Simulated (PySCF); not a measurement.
¹⁹F chemical shifts

PySCF calculation with GIAO PBE0/pcSseg-1 shieldings and structure optimised with GFN2-xTB; no solvent, single conformer, averaged over atoms made equivalent by symmetry, fast rotation or ring inversion, relativity neglected.

Shieldings were converted by a linear fit to measured shifts: ¹⁹F: δ = 146.13 − 0.903σ +14.6 on sp3 carbon (rms 6.0 ppm, 223 shifts, 7.0 ppm with the 5 outliers that the fit left out vs CFCl3, solution or neat liquid). A few per cent of atoms miss by over 2 rms, more outside the fitted compound classes.

**Question.** Give the ¹⁹F shifts of `FC(F)O[C@H]1C=C(C(F)(F)F)CO1`, `F[C@@H]1CC[SiH2][C@H]1F`, `C=C1C=C/C1=C(\F)OCF`, `CO[C@@]1(C(=O)F)C[C@]1(F)C(F)(F)F`.

**Answer.** 
```csv
compound,environment,δ (ppm)
[F:1][CH:2]([F:3])[O:4][C@H:5]1[CH:6]=[C:7]([C:8]([F:9])([F:10])[F:11])[CH2:12][O:13]1,F9/10/11: fluorine of a CF3 group (×3),-66.9
[F:1][CH:2]([F:3])[O:4][C@H:5]1[CH:6]=[C:7]([C:8]([F:9])([F:10])[F:11])[CH2:12][O:13]1,F1: fluorine of a CF2 group,-89.4
[F:1][CH:2]([F:3])[O:4][C@H:5]1[CH:6]=[C:7]([C:8]([F:9])([F:10])[F:11])[CH2:12][O:13]1,F3: fluorine of a CF2 group,-94.3
[F:1][C@@H:2]1[CH2:3][CH2:4][SiH2:5][C@H:6]1[F:7],F1: fluorine on an sp3 carbon,-193.2
[F:1][C@@H:2]1[CH2:3][CH2:4][SiH2:5][C@H:6]1[F:7],F7: fluorine on an sp3 carbon,-221.4
[CH2:1]=[C:2]1[CH:3]=[CH:4]/[C:5]1=[C:6](\[F:7])[O:8][CH2:9][F:10],F7: vinylic fluorine,-113.5
[CH2:1]=[C:2]1[CH:3]=[CH:4]/[C:5]1=[C:6](\[F:7])[O:8][CH2:9][F:10],F10: fluorine on an sp3 carbon,-146.0
[CH3:1][O:2][C@@:3]1([C:4](=[O:5])[F:6])[CH2:7][C@:8]1([F:9])[C:10]([F:11])([F:12])[F:13],F6: fluorine bonded to C,26.5
[CH3:1][O:2][C@@:3]1([C:4](=[O:5])[F:6])[CH2:7][C@:8]1([F:9])[C:10]([F:11])([F:12])[F:13],F11/12/13: fluorine of a CF3 group (×3),-65.1
[CH3:1][O:2][C@@:3]1([C:4](=[O:5])[F:6])[CH2:7][C@:8]1([F:9])[C:10]([F:11])([F:12])[F:13],F9: fluorine on an sp3 carbon,-194.5
```

**Question.** Match the shifts -59.4, -81.3, -108.4, -223.1, -279.4 ppm to `C[Si](CF)(CF)OC[SiH3]`, `CC[SiH2][C@@H](F)CCCl`, `FC(F)Oc1ccccc1`, `C[Si](C)(CC(F)F)O[SiH3]`, `COC(OC)OC(F)(F)F`.

**Answer.** -59.4: COC(OC)OC(F)(F)F (fluorine of an OCF3 group); -81.3: FC(F)Oc1ccccc1 (fluorine of a CF2 group); -108.4: C[Si](C)(CC(F)F)O[SiH3] (fluorine of a CF2 group); -223.1: CC[SiH2][C@@H](F)CCCl (fluorine on an sp3 carbon); -279.4: C[Si](CF)(CF)OC[SiH3] (fluorine on an sp3 carbon).
